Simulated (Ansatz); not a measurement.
Basis-set series for C2H5NSi, SMILES `[SiH3]C1=CN1`. Total charge 0; spin multiplicity 1. All single points use the PBE0-D4/def2-TZVP geometry.

```tsv
functional	basis	functions	energy (Eh)	HOMO (eV)	LUMO (eV)
PBE0-D4	def2-TZVPP	205	-423.11339	-6.20	-0.81
PBE0-D4	def2-QZVPP	391	-423.13100	-6.24	-0.86
ωB97M-V	def2-TZVPP	205	-423.31242	-8.48	1.29
ωB97M-V	def2-QZVPP	391	-423.32869	-8.52	1.20
```

(1) Give the rows for def2-SVP. (Estimate.)

Results:

(1) Ansatz gave: 
| functional | basis | functions | energy (Eh) | HOMO (eV) | LUMO (eV) |
| --- | --- | --- | --- | --- | --- |
| PBE0-D4 | def2-SVP | 85 | -422.85904 | -6.02 | -0.68 |
| ωB97M-V | def2-SVP | 85 | -423.05083 | -8.28 | 1.51 |

Positive LUMOs are unbound and depend on the basis.
